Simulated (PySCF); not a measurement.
# `COCc1cnsn1`: 4 charge schemes on one density

C₄H₆N₂OS.
Atom-mapped SMILES: `[CH3:1][O:2][CH2:3][c:4]1[cH:5][n:6][s:7][n:8]1` (hydrogens: H9, H10, H11 on C1; H12, H13 on C3; H14 on C5)

Cartesian coordinates in Å at the GFN2-xTB level; atoms count from 1:
```
atom  x, y, z in Å
C1    -2.413    0.082    0.042
O2    -1.061    0.377   -0.194
C3    -0.189   -0.575    0.363
C4     1.222   -0.194    0.068
C5     1.651    0.942   -0.656
N6     2.956    1.021   -0.757
S7     3.621   -0.245    0.005
N8     2.232   -0.930    0.486
H9    -2.636    0.058    1.116
H10   -2.987    0.877   -0.430
H11   -2.695   -0.883   -0.398
H12   -0.389   -1.578   -0.051
H13   -0.326   -0.639    1.455
H14    1.016    1.687   -1.095
```

Density: PBE0/pcSseg-1 (PySCF); schemes: Mulliken, IAO, Hirshfeld and ESP-fitted. Isolated species at its GFN2-xTB geometry (one conformer only).

Atoms with like bonding are taken together and averaged. At which atom do the 4 schemes differ most?

At C3: from -0.478 (ESP-fitted) to +0.225 e (Mulliken), 0.703 e apart.

Do the Mulliken, IAO, Hirshfeld and ESP-fitted schemes agree on where the charge is highest?

The schemes don't all agree: Mulliken S7 (+0.532); IAO S7 (+0.681); Hirshfeld S7 (+0.241); ESP-fitted C4 (+0.523).

Do the Mulliken, IAO, Hirshfeld and ESP-fitted schemes agree on where the charge is lowest?

The schemes don't all agree: Mulliken O2 (-0.533); IAO N8 (-0.472); Hirshfeld N8 (-0.199); ESP-fitted N8 (-0.511).

Tabulate the Mulliken, IAO, Hirshfeld and ESP-fitted charges.

In e; atoms taken as equivalent share a row and are averaged (×n: the atom named and its like, n in all):

| atom | environment | Mulliken | IAO | Hirshfeld | ESP-fitted |
| --- | --- | --- | --- | --- | --- |
| C1 | methoxy carbon | -0.017 | -0.201 | -0.036 | -0.147 |
| O2 | ether oxygen | -0.533 | -0.392 | -0.135 | -0.217 |
| C3 | sp3 carbon bound to oxygen | +0.225 | -0.057 | +0.005 | -0.478 |
| C4 | substituted aromatic carbon | -0.110 | +0.081 | +0.042 | +0.523 |
| C5 | aromatic CH next to a ring nitrogen | +0.166 | -0.072 | -0.008 | +0.113 |
| N6 | pyridine-type nitrogen | -0.456 | -0.446 | -0.193 | -0.440 |
| S7 | ring sulfur | +0.532 | +0.681 | +0.241 | +0.364 |
| N8 | pyridine-type nitrogen | -0.486 | -0.472 | -0.199 | -0.511 |
| H9/H10/H11 | methyl hydrogen | +0.105 | +0.137 | +0.045 | +0.103 |
| H12/H13 | methylene hydrogen | +0.126 | +0.139 | +0.043 | +0.198 |
| H14 | aromatic hydrogen | +0.112 | +0.187 | +0.063 | +0.086 |

Mean size of the charges over all atoms: ESP-fitted 0.256 e, IAO 0.234 e, Mulliken 0.229 e, Hirshfeld 0.082 e. Each set sums to the total charge, 0, to within 0.001 e. The IAO scheme counts the electrons in orthogonalised intrinsic atomic orbitals, a minimal basis polarised so that it spans the occupied orbitals exactly.

Some averages cover members that differ in this geometry: H9/H10/H11, IAO +0.124 to +0.163; H9/H10/H11, Mulliken +0.093 to +0.127 e.

Sum the charges by element, for elements with more than one atom.

```json
{"element": "C", "atoms": "4", "Mulliken": "+0.264", "IAO": "-0.249", "Hirshfeld": "+0.003", "ESP-fitted": "+0.012"}
{"element": "N", "atoms": "2", "Mulliken": "-0.942", "IAO": "-0.918", "Hirshfeld": "-0.392", "ESP-fitted": "-0.951"}
{"element": "H", "atoms": "6", "Mulliken": "+0.679", "IAO": "+0.877", "Hirshfeld": "+0.284", "ESP-fitted": "+0.793"}
```

How many electrons does the Hirshfeld scheme count on C3?

Z − q = 6 − (+0.005) = 5.995.
